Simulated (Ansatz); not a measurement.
Start from `BSBC` and change one atom or group to get `CBS`.

Ansatz, PBE0-D4/def2-TZVP geometries, multiplicity 1. Each molecule was computed in one conformer, which needn't be the lowest.

```json
{"property": "LUMO energy (B3LYP/def2-TZVPP) / eV", "`BSBC`": "-2.10"}
{"property": "LUMO energy (PBE/def2-TZVPP) / eV", "`BSBC`": "-2.90"}
{"property": "HOMO–LUMO gap (B3LYP/def2-TZVPP) / eV", "`BSBC`": "6.13"}
{"property": "HOMO energy (ωB97M-V/def2-TZVPP) / eV", "`BSBC`": "-10.63"}
{"property": "HOMO energy (PBE0/def2-TZVPP) / eV", "`BSBC`": "-8.43"}
{"property": "HOMO–LUMO gap (PBE0/def2-TZVPP) / eV", "`BSBC`": "6.51"}
```

Task: What does the change do to each property? (Best estimate.)

Result: Ansatz gave: 
```csv
property,`CBS`,shift
LUMO energy (B3LYP/def2-TZVPP) / eV,-0.95,1.15
LUMO energy (PBE/def2-TZVPP) / eV,-1.72,1.18
HOMO–LUMO gap (B3LYP/def2-TZVPP) / eV,6.90,0.77
HOMO energy (ωB97M-V/def2-TZVPP) / eV,-10.29,0.34
HOMO energy (PBE0/def2-TZVPP) / eV,-8.10,0.33
HOMO–LUMO gap (PBE0/def2-TZVPP) / eV,7.34,0.83
```

With PBE0 the HOMO rises by 0.33 eV and the LUMO rises by 1.16 eV, so the gap widens by about 0.83 eV. PBE moves the HOMO by 0.23 eV and ωB97M-V by 0.34 eV. The zero-point energy changes by -33.7 kJ/mol with -6 modes.

B3LYP here is the variant with VWN-RPA as its local correlation; programs differ in this.
